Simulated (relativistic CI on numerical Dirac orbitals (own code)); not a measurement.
Pt⁶⁺: resonant inelastic scattering at the L2,3 edge

Computed with this model: Dirac-Coulomb-Breit CI, orbitals from a KLI potential per configuration, QED by a radiative potential, Kramers-Heisenberg scattering through one core-hole configuration in a parametric crystal field, unscaled Slater integrals; configurations [Xe] 4f14 5d4 → [He] 2s2 2p5 3s2 3p6 3d10 4s2 4p6 4d10 4f14 5s2 5p6 5d5; 300 K; core-hole width 3 eV; summed over polarisations. Incident energies are the highest absorption maxima for each field (at most a few, so the weaker spin-orbit partner edge can be absent), on the computed scale of the free ion. Intensities are in per cent of the strongest line above 0.02 eV; levels within 1 cm⁻¹ are merged; final levels count from the ground level, the first row holds all elastic scattering, lines under 0.4 are left out and each table stops after 24 rows. The scale of the Slater integrals is a model choice and moves the terms in proportion.

Field parameters in Wybourne normalisation: D3d B²₀ = −7Dσ, B⁴₀ = −14Dq − 21Dτ, B⁴₃ = −14√(10/7) Dq. The field is a parameter set, without covalency.

S is read from ⟨S²⟩ = S(S + 1).

D3d, 10Dq = 26950, Dσ = -1200, Dτ = -130 cm⁻¹:

```csv
Final level (eV),Degeneracy,Irrep,S,11570 eV
0.000,1,A1,1.27,1869.4
0.823,1,A2,1.39,23.5
0.937,2,E,1.46,60.9
1.510,2,E,1.52,97.0
1.616,1,A1,1.31,6.7
1.622,2,E,1.35,8.2
2.183,1,A2,1.95,1.1
2.322,2,E,1.62,41.5
2.331,1,A1,1.57,20.8
2.471,2,E,1.51,3.0
2.604,1,A2,1.65,10.8
2.619,1,A1,1.66,3.4
2.721,2,E,1.44,19.6
3.242,1,A1,0.83,3.4
3.393,2,E,0.79,9.2
3.568,2,E,0.73,14.1
3.956,2,E,1.25,100.0
3.975,1,A1,1.30,22.2
4.166,1,A2,1.18,51.4
4.307,2,E,1.40,4.6
4.589,2,E,1.46,62.2
4.676,1,A1,1.50,23.7
4.722,2,E,1.11,1.0
4.824,2,E,1.11,7.6
```

D3d, 10Dq = 26950, Dσ = -860, Dτ = -130 cm⁻¹:

```csv
Final level (eV),Degeneracy,Irrep,S,11570 eV
0.000,1,A1,1.28,1833.6
0.841,1,A2,1.41,24.7
0.932,2,E,1.46,58.2
1.505,2,E,1.52,96.9
1.616,2,E,1.35,8.4
1.621,1,A1,1.32,5.8
2.179,1,A2,1.95,0.5
2.324,2,E,1.61,41.7
2.325,1,A1,1.57,20.7
2.478,2,E,1.48,2.5
2.602,1,A2,1.63,10.2
2.608,1,A1,1.66,2.8
2.690,2,E,1.48,17.9
3.265,1,A1,0.81,2.7
3.392,2,E,0.76,7.6
3.548,2,E,0.74,15.8
3.968,1,A1,1.31,22.7
3.989,2,E,1.24,100.0
4.141,1,A2,1.18,51.2
4.335,2,E,1.41,3.8
4.533,1,A2,1.37,0.5
4.578,2,E,1.48,60.5
4.661,1,A1,1.50,25.4
4.733,2,E,1.12,0.7
```

For the first field the strongest loss at the lowest incident energy is the level at 3.96 eV (S = 1.25, against 1.27 in the thermal ground state).
